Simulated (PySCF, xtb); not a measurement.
BBr₂, SMILES Br[B-]Br (connectivity only; charge and spin as stated), charge -1, multiplicity 1.

Harmonic wavenumbers (cm⁻¹) from xtb with GFN2-xTB at its own minimum, in rising order: 151, 326, 535.

What does PBE-D3(BJ)/def2-SVPD run with PySCF give at its own minimum? (Estimate from the structure and the level; the computed values follow.)

131, 394, 428. Paired by order, the mean absolute difference is 65 cm⁻¹ and the zero-point energies are 1.4 and 1.4 kcal/mol.
